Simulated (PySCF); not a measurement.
Input of a run (PBE0-D3(BJ)/def2-SVP geometry optimisation, gas phase (PySCF 2.14.0)), started from GFN2-xTB:
```
{"job": {"xc": "PBE0", "basis": "def2-SVP", "d3": "d3bj", "grid": 1, "maxiter": 40, "kind": "geom"}, "charge": 0, "multiplicity": 1}
Ti     0.148500    -0.000250     0.104130
F      0.000280    -0.014850     1.789030
F      1.681540     0.009010    -0.610600
Cl    -0.919580     1.668180    -0.627700
Cl    -0.910730    -1.662090    -0.654860
```

Output (energies in Eh, forces in Eh/bohr):
```
step   0  E = -1968.58138719  max force = 0.027332
step   1  E = -1968.58670130  max force = 0.005987
step   2  E = -1968.58740774  max force = 0.003615
step   3  E = -1968.58763858  max force = 0.000768
step   4  E = -1968.58765970  max force = 0.000485
step   5  E = -1968.58765081  max force = 0.003441
step   6  E = -1968.58761174  max force = 0.003863
step   7  E = -1968.58769701  max force = 0.002101
step   8  E = -1968.58776378  max force = 0.000406
step   9  E = -1968.58777636  max force = 0.000374
optimisation converged
```

Summarise the run.

The energy falls by 16.8 kJ/mol over 10 energy and gradient evaluations, the largest force component goes from 0.0273 to 3.7e-04 Eh/bohr, and the atoms move by 0.095 Å rms after alignment. Among the bonds, Ti1–Cl4 and Ti1–Cl5 change most and about equally (+0.051 to +0.052 Å). Bonds longer at the end by more than 0.005 Å: 4 of 4; shorter: 0. Among the angles that change most is F2–Ti1–F3, from 120.0° to 109.3°. The energy rose by more than 1e-6 Eh at steps 5 and 6. The first step brought 83 % of the lowering.

What are the final bond lengths?

Ti1–F2 1.719 Å, Ti1–F3 1.719 Å, Ti1–Cl4 2.164 Å, Ti1–Cl5 2.163 Å. Numbering counts from 1 in the input's order; the species is TiF2Cl2, `[F][Ti]([F])([Cl])[Cl]`.

The run used 95 basis functions and 74 SCF cycles in all. On Arm Neoverse V1, one thread (shared host), this took 38 s of wall time.

PBE0-D3(BJ)/def2-SVP frequencies: not computed here.
